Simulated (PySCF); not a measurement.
## What settings do to a single point of [Ce(H2O)8]3+

The sound run of [Ce(H2O)8]3+ (singlet in the valence; each metal's 4f electrons, 1 of them, lie in its core potential, out of spins and levels) uses PySCF 2.14.0, RKS PBE, Ce lcecp-1-SVP with ECP47, O def2-SVP, H def2-SVP; non-relativistic Hamiltonian with scalar-relativistic core potentials where named; density fitting; no spin-orbit coupling, grid (50, 194), threshold 1e-8 Eh and 55 cycles, at the relaxed geometry:

```xyz
25

Ce    0.0000    0.0000    0.0006
O     2.1370    0.0002    1.4006
H     2.3300    0.5782    2.1711
H     2.9524   -0.5356    1.2876
O    -0.0002    2.1370    1.4006
H    -0.5782    2.3300    2.1711
H     0.5356    2.9524    1.2876
O    -2.1370   -0.0002    1.4006
H    -2.3300   -0.5782    2.1711
H    -2.9524    0.5356    1.2876
O     0.0002   -2.1370    1.4006
H     0.5782   -2.3300    2.1711
H    -0.5356   -2.9524    1.2876
O     1.5091    1.5115   -1.4008
H     2.4643    1.7102   -1.2875
H     1.2363    2.0566   -2.1711
O    -1.5115    1.5091   -1.4008
H    -1.7102    2.4643   -1.2875
H    -2.0566    1.2363   -2.1711
O    -1.5091   -1.5115   -1.4008
H    -2.4643   -1.7102   -1.2875
H    -1.2363   -2.0566   -2.1711
O     1.5115   -1.5091   -1.4008
H     1.7102   -2.4643   -1.2875
H     2.0566   -1.2363   -2.1711
```

There Ce1 has a Mulliken charge of 0.81 e and the dipole about the centre of mass is 0.01 D. Each run below changes one thing and starts from free metal ions and neutral atoms unless it says otherwise; with 55 cycles, smearing, a level shift and second-order steps follow where DIIS fails, and their cycles count. Energy shifts count from the sound run. On f atoms grids over 110 angular points are at least (60, 302).

```
                                 change    outcome  cycles  energy shift (eV)  largest force component (eV/Å)  charge on Ce1 (e)  dipole about the centre of mass (D)
                        threshold 1e-05  converged       7             0.0000                            0.01               0.81                                 0.01
                 all coordinates × 1.05  converged      10               1.17                            1.93               0.93                                 0.01
H21 put 0.8 Å from Ce1, limit 90 cycles  converged      16              45.24                          125.04               1.24                                 6.11
                          grid (15, 26)  converged       9               5.57                            2.28               0.75                                 0.03
```

(1) How does the run with this change end: start from a density of up to 30 smeared cycles (not counted)?

Unsound on purpose, so not properties of the compound: H21 put 0.8 Å from Ce1, limit 90 cycles; grid (15, 26).

Forces carry noise of the integration grid, about 0.01 to 0.03 eV/Å.

An lcecp potential fixes the number of 4f electrons, so in runs with it no electron can move into or out of that shell.

## Answers

(1) outcome converged, cycles 6, energy shift (eV) 0.0000, largest force component (eV/Å) 0.01, charge on Ce1 (e) 0.81, dipole about the centre of mass (D) 0.01.
